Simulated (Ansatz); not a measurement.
Consider the hydrogen abstraction from the Si–H bond: `O[SiH2][SiH2]O` + Cl• → `O[SiH][SiH2]O`• + HCl.

Calculated with Ansatz (gas phase, PBE0-D4/def2-TZVP geometries, no zero-point term in ΔE). CBS: MP2 limit from def2 TZ/QZ plus the TZ coupled-cluster correction, frozen cores. This one scheme is used for every species, atoms too. Functionals use def2-TZVPP. B3LYP here is the variant with VWN-RPA as its local correlation; programs differ in this. No spin–orbit coupling; open shells (•) take unrestricted orbitals. Spin–orbit coupling would lower the free atoms: a little for Cl. Each species was taken in one conformer, which may not be the lowest.

**Question.** Is it downhill or uphill in electronic energy at CCSD(T)/CBS, and by how much? (Best estimate.)

**Answer.** Ansatz gave: Downhill: ΔE = -12.7 kcal/mol.

**Question.** What do these levels give: B3LYP-D4, B2PLYP, MP2/def2-TZVPP, SCS-MP2/def2-TZVPP, CCSD/def2-TZVPP, MP2/CBS(def2)? (An estimate is asked.)

**Answer.** Ansatz gave: B3LYP-D4 -12.8, B2PLYP -12.3, MP2/def2-TZVPP -13.5, SCS-MP2/def2-TZVPP -10.4, CCSD/def2-TZVPP -9.9, MP2/CBS(def2) -15.0 kcal/mol.

Largest T1 diagnostic among the species: 0.015.

From PBE to PBE0 (25 % exact exchange), in def2-TZVPP and without D4, ΔE moves by +3.2 kcal/mol. In def2-TZVPP, CCSD(T) changes the Hartree–Fock value by −9.1 kcal/mol (the triples alone add −1.3 kcal/mol) and MP2 by −11.4 kcal/mol.
